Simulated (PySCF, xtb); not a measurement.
C3H6OSe, SMILES [Se](CC)C=O.

GFN2-xTB (xtb) at its own geometry gives an orbital gap of 3.23 eV and a dipole moment of 4.29 D.

The structure is a stationary point at PBE0-D3(BJ)/def2-SVP. This is a generated structure with no PubChem entry under its InChIKey; it may be hypothetical. Other conformers were not sampled.

What does PBE/def2-TZVP in PySCF give? (An estimate is asked for; the answer gives what the named calculation found.)

gap 4.04 eV (levels -6.00 and -1.96 eV), dipole 3.58 D.
